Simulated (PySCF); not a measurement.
PySCF input file for C2H7BrSi, SMILES CC[SiH2]Br, PBE-D3(BJ)/def2-SVP. Geometry: PBE-D3(BJ)/def2-SVP. One conformer was computed; it need not be the lowest.

```python
import numpy as np
from pyscf import gto, scf, dft, df
from pyscf.hessian import thermo

mol = gto.M(
    atom='''
    Si   -0.11148991    1.08017668   -0.48242458
    Br    1.14258849   -0.55899494    0.42411935
    C    -1.78923321    0.38336744   -0.99479466
    C    -2.60959720   -0.22356908    0.14983458
    H    -0.25871147    2.15287853    0.56075193
    H     0.63904706    1.62560860   -1.66431465
    H    -2.33662225    1.22339244   -1.48015900
    H    -1.60670432   -0.36499736   -1.79628871
    H    -3.58025807   -0.62009331   -0.21143922
    H    -2.82912553    0.52632705    0.93765643
    H    -2.06438126   -1.05955651    0.63332064
    ''',
    basis='def2-SVP',
    charge=0,
    spin=0,
    max_memory=1600,
    verbose=3,
)
mf = dft.RKS(mol, xc='pbe').density_fit(auxbasis='def2-universal-jkfit')
mf.disp = 'd3bj'
mf.grids.level = 3
mf.conv_tol = 1e-11
mf.max_cycle = 100
mf.kernel()

# [left out here: the lines that compute and print the analytic Hessian (its translational invariance restored by hand, since the grid's response is missing), thermochemistry and intensities]
```

Program output:

```
converged SCF energy = -2943.0103639108

WARN: DFTD3 does not support analytical Hessian, using finite difference


WARN: Mole.unit (angstrom) is changed to Bohr

Mode                                 0                   1                   2
Irrep
Freq [cm^-1]                       79.2976            133.7609            218.4222
Reduced mass [au]                   2.7018              1.9428              1.3087
Force const [Dyne/A]                0.0100              0.0205              0.0368
Char temp [K]                     114.0915            192.4522            314.2610
Normal mode                   x     y     z       x     y     z       x     y     z
       0  Si                 0.04  0.03 -0.05    0.01  0.05  0.03    0.03  0.01 -0.02
       1  Br                -0.04  0.00  0.01   -0.04 -0.00 -0.02    0.01 -0.00  0.00
       2   C                 0.00  0.06  0.02    0.08 -0.09 -0.02   -0.03  0.06  0.07
       3   C                 0.13 -0.10  0.03    0.09  0.02  0.04   -0.07 -0.05 -0.02
       4   H                 0.10  0.07 -0.09   -0.06  0.00  0.07    0.21  0.11 -0.10
       5   H                 0.04 -0.05 -0.08    0.04  0.12  0.08   -0.04 -0.14 -0.13
       6   H                -0.06  0.10  0.18    0.03 -0.21 -0.18   -0.03  0.07  0.09
       7   H                -0.06  0.15 -0.08    0.20 -0.20  0.12    0.00  0.11  0.03
       8   H                 0.10 -0.07  0.08    0.18 -0.22  0.05    0.14 -0.42 -0.19
       9   H                 0.20 -0.21  0.15   -0.10  0.15 -0.13   -0.50 -0.01 -0.18
      10   H                 0.20 -0.16 -0.14    0.19  0.21  0.26    0.09  0.19  0.22
Mode                                 3                   4                   5
Irrep
Freq [cm^-1]                      272.8580            402.9669            526.4125
Reduced mass [au]                   2.0609              8.3629              1.4076
Force const [Dyne/A]                0.0904              0.8001              0.2298
[...]
       6   H                 0.26  0.19  0.29    0.02  0.11  0.24   -0.02  0.09  0.21
       7   H                -0.00  0.16 -0.10   -0.23  0.07 -0.19   -0.16  0.12 -0.30
       8   H                 0.07  0.09 -0.16   -0.03  0.01  0.03   -0.10  0.01  0.20
       9   H                -0.02  0.07 -0.09   -0.01  0.08 -0.07    0.15  0.19 -0.16
      10   H                -0.09  0.00  0.09   -0.08  0.01  0.11   -0.03  0.06  0.15
Mode                                 9                  10                  11
Irrep
Freq [cm^-1]                      811.6131            909.7423            945.7769
Reduced mass [au]                   1.1497              1.0549              1.2102
Force const [Dyne/A]                0.4462              0.5144              0.6378
Char temp [K]                    1167.7306           1308.9166           1360.7623
Normal mode                   x     y     z       x     y     z       x     y     z
       0  Si                 0.05 -0.01  0.02   -0.02 -0.03  0.00    0.02 -0.02  0.01
       1  Br                -0.00 -0.00 -0.00    0.00 -0.00  0.00    0.00 -0.00  0.00
       2   C                -0.03  0.02 -0.01    0.00 -0.01 -0.00   -0.05  0.04  0.02
       3   C                -0.02  0.02 -0.01    0.00  0.01  0.01    0.09 -0.01 -0.02
       4   H                -0.49  0.19 -0.25    0.39  0.42 -0.39   -0.15  0.09 -0.12
       5   H                -0.47  0.19 -0.22    0.07  0.59  0.33   -0.16  0.11 -0.05
       6   H                 0.13  0.03 -0.19    0.08  0.04 -0.00   -0.55 -0.27  0.06
       7   H                -0.06 -0.13  0.13   -0.03 -0.02  0.01    0.05  0.00  0.07
       8   H                 0.01 -0.14  0.08    0.02 -0.01 -0.03    0.07  0.26 -0.28
       9   H                -0.02 -0.13  0.14   -0.02 -0.02  0.03   -0.05  0.14 -0.20
      10   H                 0.17  0.04 -0.18    0.01 -0.01 -0.03   -0.27 -0.11  0.20
Mode                                12                  13                  14
Irrep
Freq [cm^-1]                      960.0478           1032.1148           1201.0618
Reduced mass [au]                   1.2462              2.7421              1.3324
Force const [Dyne/A]                0.6768              1.7210              1.1324
Char temp [K]                    1381.2950           1484.9834           1728.0605
Normal mode                   x     y     z       x     y     z       x     y     z
       0  Si                -0.00  0.02  0.01    0.01  0.00 -0.01   -0.00 -0.01  0.00
       1  Br                -0.00  0.00 -0.00   -0.00  0.00 -0.00    0.00  0.00  0.00
       2   C                -0.02 -0.07 -0.00   -0.08 -0.06  0.15    0.10 -0.02 -0.01
       3   C                 0.06  0.08 -0.01    0.02  0.04 -0.15   -0.07  0.07 -0.00
       4   H                 0.18 -0.03  0.08   -0.02 -0.01  0.01   -0.01  0.01 -0.03
       5   H                -0.02 -0.10 -0.05    0.11  0.03  0.08   -0.03  0.02  0.00
       6   H                -0.00 -0.01  0.08   -0.03 -0.05  0.13   -0.55 -0.29  0.26
       7   H                -0.55 -0.26  0.06   -0.01 -0.03  0.14    0.08  0.16 -0.19
       8   H                 0.22  0.02 -0.37   -0.05 -0.05  0.14    0.01 -0.22  0.10
       9   H                -0.23 -0.19  0.16    0.27  0.13 -0.17    0.03 -0.14  0.23
      10   H                 0.02 -0.07 -0.22    0.23  0.18 -0.15    0.15  0.09 -0.20
Mode                                15                  16                  17
Irrep
Freq [cm^-1]                     1210.4644           1345.1754           1373.1017
Reduced mass [au]                   1.4585              1.2038              1.1062
Force const [Dyne/A]                1.2591              1.2834              1.2288
Char temp [K]                    1741.5887           1935.4078           1975.5877
Normal mode                   x     y     z       x     y     z       x     y     z
       0  Si                -0.01  0.00  0.00   -0.00  0.00 -0.00    0.00  0.00  0.00
       1  Br                 0.00 -0.00  0.00    0.00 -0.00  0.00    0.00 -0.00 -0.00
       2   C                 0.11  0.09  0.01   -0.01 -0.00 -0.01   -0.01 -0.02  0.08
       3   C                -0.03 -0.07 -0.04    0.06  0.05 -0.09    0.03  0.02 -0.02
       4   H                 0.06  0.01 -0.00    0.01 -0.01  0.00   -0.00  0.01 -0.01
       5   H                -0.02 -0.02 -0.00    0.02  0.00  0.01    0.01  0.00  0.01
       6   H                -0.12 -0.13 -0.13    0.01  0.10  0.16    0.10 -0.30 -0.56
       7   H                -0.60 -0.26  0.18    0.09 -0.11  0.12   -0.22  0.44 -0.43
       8   H                -0.15  0.01  0.21   -0.08 -0.14  0.47    0.01 -0.03  0.08
       9   H                 0.16  0.06 -0.11   -0.24 -0.36  0.23   -0.07 -0.10  0.08
      10   H                 0.02  0.09  0.18   -0.41 -0.05  0.30   -0.13 -0.03  0.09
Mode                                18                  19                  20
Irrep
Freq [cm^-1]                     1424.4444           1427.4696           2163.9699
Reduced mass [au]                   1.0383              1.0372              1.0309
Force const [Dyne/A]                1.2413              1.2453              2.8444
Char temp [K]                    2049.4583           2053.8109           3113.4708
Normal mode                   x     y     z       x     y     z       x     y     z
       0  Si                 0.00  0.00  0.00   -0.00  0.00 -0.00   -0.01 -0.03 -0.01
       1  Br                 0.00 -0.00 -0.00    0.00 -0.00  0.00    0.00 -0.00  0.00
       2   C                -0.02  0.01 -0.01    0.01  0.02  0.01    0.00  0.00  0.00
       3   C                -0.04  0.02 -0.02    0.01  0.03  0.03   -0.00  0.00 -0.00
       4   H                -0.00  0.00  0.00    0.00 -0.00  0.00   -0.08  0.58  0.58
       5   H                -0.00 -0.01 -0.00    0.01 -0.00  0.00    0.27  0.18 -0.42
       6   H                 0.05  0.04 -0.02    0.01  0.00 -0.02   -0.00 -0.01  0.00
       7   H                 0.01 -0.02  0.03   -0.05 -0.03  0.04   -0.01 -0.00 -0.00
       8   H                 0.24 -0.31 -0.37    0.17 -0.52  0.15   -0.00 -0.00  0.01
       9   H                 0.62 -0.10  0.27    0.09  0.33 -0.26   -0.00 -0.00  0.00
      10   H                -0.21  0.11  0.38   -0.38 -0.43 -0.34    0.00  0.00 -0.00
Mode                                21                  22                  23
Irrep
Freq [cm^-1]                     2175.5471           2962.5098           2969.3233
Reduced mass [au]                   1.0521              1.0624              1.0365
Force const [Dyne/A]                2.9339              5.4935              5.3846
Char temp [K]                    3130.1280           4262.3920           4272.1951
Normal mode                   x     y     z       x     y     z       x     y     z
       0  Si                 0.02 -0.00 -0.04    0.00  0.00 -0.00   -0.00 -0.00 -0.00
       1  Br                -0.00  0.00  0.00    0.00 -0.00  0.00    0.00 -0.00  0.00
       2   C                 0.00 -0.00 -0.00   -0.03  0.02 -0.06   -0.00  0.00  0.00
       3   C                 0.00  0.00  0.00    0.00 -0.00  0.00    0.03  0.02 -0.04
       4   H                -0.04  0.37  0.36   -0.00 -0.00  0.00    0.00  0.00  0.00
       5   H                -0.42 -0.30  0.64   -0.00 -0.00  0.00    0.00  0.00  0.00
       6   H                -0.00  0.00 -0.00    0.41 -0.62  0.34    0.01 -0.01  0.01
       7   H                -0.00 -0.00 -0.01   -0.09  0.36  0.36    0.00 -0.01 -0.01
       8   H                 0.00  0.00 -0.00   -0.04 -0.02 -0.01   -0.50 -0.20 -0.20
       9   H                -0.00 -0.00  0.00    0.01 -0.01 -0.01   -0.11  0.41  0.41
      10   H                -0.00 -0.00  0.00   -0.02  0.03 -0.02    0.27 -0.40  0.23
Mode                                24                  25                  26
Irrep
Freq [cm^-1]                     3019.5153           3054.8489           3060.9972
Reduced mass [au]                   1.1000              1.1036              1.1034
Force const [Dyne/A]                5.9091              6.0677              6.0912
Char temp [K]                    4344.4103           4395.2474           4404.0935
Normal mode                   x     y     z       x     y     z       x     y     z
       0  Si                 0.00 -0.00 -0.00    0.00 -0.00 -0.00    0.00 -0.00  0.00
       1  Br                -0.00  0.00 -0.00   -0.00  0.00  0.00   -0.00  0.00 -0.00
       2   C                 0.03 -0.07 -0.03    0.00 -0.01 -0.01    0.01 -0.01 -0.00
       3   C                -0.00  0.02  0.01   -0.04 -0.05 -0.06    0.06 -0.06  0.01
       4   H                 0.00  0.00  0.00    0.00  0.00  0.00    0.00  0.00  0.00
       5   H                -0.00  0.00  0.00   -0.00  0.00  0.00   -0.00  0.00  0.00
       6   H                -0.25  0.36 -0.22   -0.02  0.03 -0.02   -0.06  0.09 -0.05
       7   H                -0.12  0.53  0.56   -0.02  0.10  0.10   -0.02  0.08  0.08
       8   H                -0.06 -0.02 -0.02    0.61  0.24  0.23   -0.27 -0.12 -0.11
       9   H                 0.03 -0.11 -0.11   -0.13  0.42  0.43   -0.07  0.28  0.30
      10   H                 0.07 -0.10  0.06    0.03 -0.06  0.02   -0.38  0.59 -0.34
temperature 298.1500 [K]
pressure 101325.00 [Pa]
Rotational constants [GHz] 6.26786 1.68975 1.41987
Symmetry number 1
Zero-point energy (ZPE) 0.08123 [Eh]   213275.527 [J/mol]
                           tot       elec      trans        rot        vib
Entropy [J/mol/K]       342.859      0.000    170.293    114.894     57.672
Cv [J/mol/K]             91.846      0.000     12.472     12.472     66.902
Cp [J/mol/K]            100.160      0.000     20.786     12.472     66.902
Internal energy [J/mol]                      3718.434   3718.434 222868.036
Internal energy [Eh]   -2942.92265  -2943.01036
Enthalpy [J/mol]                             6197.391   3718.434 222868.036
Enthalpy [Eh]          -2942.92170
Gibbs free energy [J/mol]                  -44575.485 -30537.113 205673.135
Gibbs free energy [Eh] -2942.96064
mode   freq/cm-1   IR/(km/mol)
   1       79.30         0.221
   2      133.76         0.632
   3      218.42         0.100
   4      272.86         0.893
   5      402.97        32.164
   6      526.41        16.424
   7      623.91         4.196
   8      637.96         5.209
   9      713.57        25.512
  10      811.61       215.145
  11      909.74        88.759
  12      945.78        37.888
  13      960.05        13.761
  14     1032.11        10.126
  15     1201.06         4.409
  16     1210.46         0.563
  17     1345.18         1.817
  18     1373.10         5.289
  19     1424.44         5.162
  20     1427.47         7.130
  21     2163.97        89.551
  22     2175.55       107.515
  23     2962.51         9.049
  24     2969.32        25.848
  25     3019.52         2.031
  26     3054.85        16.362
  27     3061.00        12.180
max |gradient| / (hartree/bohr): 3.7220312389744904e-05
APT charges: [ 1.2137 -0.4449 -0.2496  0.0468 -0.262  -0.2674 -0.0185 -0.0041 -0.0247
 -0.0048  0.0154]
```

The calculation finished and met its thresholds.
